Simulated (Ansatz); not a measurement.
C$_{2}$H$_{6}$BFN (`CN(C)[B]F`) radical at its PBE0-D4/def2-TZVP geometry, where that method's forces vanish. Charge 0, multiplicity 2.

```xyz
11

C     0.8782   -0.4370    0.6846
N    -0.3601    0.0342    0.0982
C    -0.2408    0.5276   -1.2526
B    -1.5688    0.0163    0.7733
F    -1.6977   -0.4341    2.0166
H     1.6211    0.3674    0.7188
H     1.2973   -1.2597    0.0951
H     0.6995   -0.7903    1.6990
H     0.4555    1.3726   -1.3002
H    -1.2157    0.8583   -1.6096
H     0.1316   -0.2550   -1.9233
```

Task: What forces (eV/Å) does B3LYP-D4/def2-TZVPP give on these atoms in Ansatz? (Best estimate.)

Result: The calculation gave: 
```
C1   0.274 -0.118  0.166
N2  -0.227  0.016  0.075
C3   0.003  0.117 -0.306
B4  -0.020  0.046 -0.108
F5  -0.050 -0.063  0.190
H6  -0.025 -0.044  0.001
H7  -0.009  0.038  0.033
H8   0.031  0.017 -0.060
H9  -0.030 -0.038 -0.012
H10  0.068 -0.014  0.002
H11 -0.014  0.044  0.019
```

B3LYP here is the variant with VWN-RPA as its local correlation; programs differ in this.
